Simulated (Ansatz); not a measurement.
1,2-difluorocyclobutene (C4H4F2), SMILES FC1CCC=1F.

Coordinates come from a B3LYP-D3(BJ)/def2-SVP optimisation.

Two levels are set side by side: PBE/def2-SVPD (Ansatz, a program for electronic structure) and PBE0/def2-SVPD (Ansatz). Energy differences of separate SCF runs at the same geometry; the states with an electron removed or added have multiplicity 2 and 2. Differences are taken from unrounded values.

| quantity | PBE |
|---|---|
| vertical ionisation energy (eV) | 9.25 |
| vertical singlet–triplet gap (eV) | 4.61 |

Q: These are the PBE values. What does PBE0 give? (The exact figures need the calculation; the answer reports its results.)

A: 
| quantity | PBE0 | PBE minus PBE0 |
|---|---|---|
| vertical ionisation energy (eV) | 9.44 | -0.18 |
| vertical singlet–triplet gap (eV) | 4.51 | 0.10 |
